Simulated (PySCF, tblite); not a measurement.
C7H13N.
Geometry (GFN2-xTB, Å), atoms numbered from 1 in this order:
```xyz
21
C7H13N angstrom
C      3.297   -0.877   -0.464
C      2.315   -0.436    0.305
C      1.168    0.334   -0.197
C      0.618    1.488    0.570
N     -0.077    0.235    0.534
C     -1.308    0.134   -0.219
C     -1.528   -1.332   -0.579
C     -2.453    0.672    0.635
H      3.309   -0.697   -1.527
H      4.127   -1.433   -0.065
H      2.308   -0.623    1.369
H      1.110    0.414   -1.283
H      1.058    1.749    1.522
H      0.230    2.329    0.002
H     -1.251    0.729   -1.153
H     -1.615   -1.922    0.330
H     -0.685   -1.710   -1.153
H     -2.435   -1.448   -1.167
H     -2.276    1.713    0.894
H     -2.527    0.097    1.554
H     -3.392    0.600    0.093
```

The calculation used PBE0/pcSseg-1 in PySCF (dipole) on a GFN2-xTB geometry, gas phase.

Take the most abundant isotopes and a rigid rotor. The values belong to one conformer with, in the numbering `[CH2:1]=[CH:2][C@@H:3]1[CH2:4][N:5]1[CH:6]([CH3:7])[CH3:8]`, C1–C2–C3–C4 -140°, C4–N5–C6–C7 157°.

Question: What are A, B and C (MHz)?

Answer: Ia = 122.59, Ib = 427.24, Ic = 510.20 u·Å²; 505379 MHz·u·Å²/I gives A = 4122, B = 1183, C = 990.5 MHz.

Question: What kind of rotor is it?

Answer: An asymmetric top. Ray's parameter κ = (2B − A − C)/(A − C) = -0.877; −1 is the prolate and +1 the oblate limit.

Question: What does the inertial defect say?

Answer: Not planar: Δ = Ic − Ia − Ib = -39.63 u·Å². For a rigid frame Δ = −2 Σ m c², so Σ m c² = 19.82 u·Å² lies off the ab plane: 12.34 from hydrogen and 7.48 from heavier atoms. The atom farthest from that plane is 1.46 Å away.

Question: Where do the levels up to J = 2 lie, in MHz?

Answer: Above 0(0,0):
J = 1: 1(0,1) 2173, 1(1,1) 5113, 1(1,0) 5305
J = 2: 2(0,2) 6511, 2(1,2) 9267, 2(1,1) 9845, 2(2,1) 18663, 2(2,0) 18672

Question: Predict some low-J microwave lines.

Answer: The dipole components are |μa| = 0.37 D, |μb| = 0.27 D, |μc| = 1.04 D. Intensities carry the squares of the components, which stand as 0.13 : 0.07 : 1.00 (a : b : c). Some lines, for components of 0.1 D or more:

| type | branch | J(Ka,Kc) | MHz | lower level (cm⁻¹) |
| --- | --- | --- | --- | --- |
| a | R | 3(2,1) ← 2(2,0) | 6557 | 0.623 |
| a | R | 4(2,3) ← 3(2,2) | 8687 | 0.840 |
| a | R | 5(4,1) ← 4(4,0) | 10888 | 2.345 |
| c | R | 2(2,1) ← 1(1,1) | 13550 | 0.171 |
| b | Q | 5(3,2) ← 5(2,3) | 14953 | 1.502 |
| c | R | 4(2,2) ← 3(1,2) | 17358 | 0.555 |
| c | R | 5(2,3) ← 4(1,3) | 19322 | 0.857 |
| b | R | 5(2,3) ← 4(1,4) | 21244 | 0.793 |
| c | R | 4(3,2) ← 3(2,2) | 23895 | 0.840 |
| b | R | 5(3,3) ← 4(2,2) | 25969 | 1.134 |
| b | R | 4(4,1) ← 3(3,0) | 29945 | 1.347 |
| c | R | 5(4,1) ← 4(3,1) | 32119 | 1.637 |
| c | R | 5(5,1) ← 4(4,1) | 38190 | 2.345 |

Question: Estimate the classical rotational partition function at 50 K, 100 K and 500 K.

Answer: Point group C1, symmetry number σ = 1; q = (√π/σ)·√((kT/h)³/(ABC)), k/h = 20836.6 MHz/K: 27100 at 50 K, 76700 at 100 K, 858000 at 500 K.

Its GFN2-xTB frequencies are all real (lowest 61 cm⁻¹). Zero-point vibration and centrifugal distortion are left out. A rigid rotor knows nothing of internal rotation, which can split or shift real lines. Quadrupole hyperfine structure (14N) is left out.
